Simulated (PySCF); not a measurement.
C₆H₅F₅Si.
Bonds: F1–C2, C2–F3, C2–F4, C2–C5, C5–F6, C5–F7, C5–C8, C8–C9 (double), C9–C10, C10–C11 (double), C11–Si12, C8–Si12. Hydrogens: H13 on C9; H14 on C10; H15 on C11; H16, H17 on Si12.

Computed, not measured: PBE0-D3(BJ)/def2-SVP geometry optimisation, gas phase (PySCF).

Q: What internal coordinates does the optimisation give?

A: 
```csv
bond,length (Å)
"F1–C2, C2–F3, C2–F4",1.328
C2–C5,1.543
"C5–F6, C5–F7",1.352
C5–C8,1.485
C8=C9,1.350
C9–C10,1.475
C10=C11,1.350
C11–Si12,1.875
C8–Si12,1.882
C9–H13,1.095
C10–H14,1.095
C11–H15,1.092
"Si12–H16, Si12–H17",1.491
```

Bonds in one row agree within 0.01 Å and their mean is given. A selection of angles:
```csv
angle,degrees
F1–C2–F3,108.6
F1–C2–C5,110.1
F4–C2–C5,110.8
C2–C5–F6,106.3
C2–C5–C8,113.0
F6–C5–F7,107.8
F6–C5–C8,112.3
C5–C8–C9,123.4
C5–C8–Si12,129.3
C9–C8–Si12,107.3
C8–C9–C10,116.8
C9–C10–C11,116.9
C10–C11–Si12,107.4
C8–Si12–C11,91.6
```

Torsions: F1–C2–C5–F6 179° (antiperiplanar); C2–C5–C8–C9 -98° (anticlinal); C5–C8–C9–C10 180° (antiperiplanar); C8–C9–C10–C11 0° (synperiplanar); C9–C10–C11–Si12 0° (synperiplanar); C10–C11–Si12–C8 0° (synperiplanar); C5–C8–Si12–C11 180° (antiperiplanar). The mirror-image conformer, all signs reversed, is as good.

The C–F distances run from 1.325 Å (C2–F4, drawn single) to 1.353 Å (C5–F7, drawn single), a spread of 0.028 Å. Of the pairs four or more bonds apart, F6···H13 is among the closest relative to their van der Waals radii: 2.54 Å, 95 % of the sum of Bondi's values. The 5 C–C bonds span 1.350 Å (C8=C9, drawn double) to 1.543 Å (C2–C5, drawn single), a spread of 0.193 Å. The 5-membered ring C8–C9–C10–C11–Si12 has internal angles of 91.6° to 116.9° (sum 540°, against 540° for a flat polygon); it is planar, 0.00 Å rms from its mean plane, widest ring torsion 1°. Si12 (SiH2 silicon) has angles from 91.6° to 114.0°.

Point group: C1 (no symmetry element, even within 0.4 Å). PBE0-D3(BJ)/def2-SVP frequencies: not computed here. The numbers are those of one conformer.
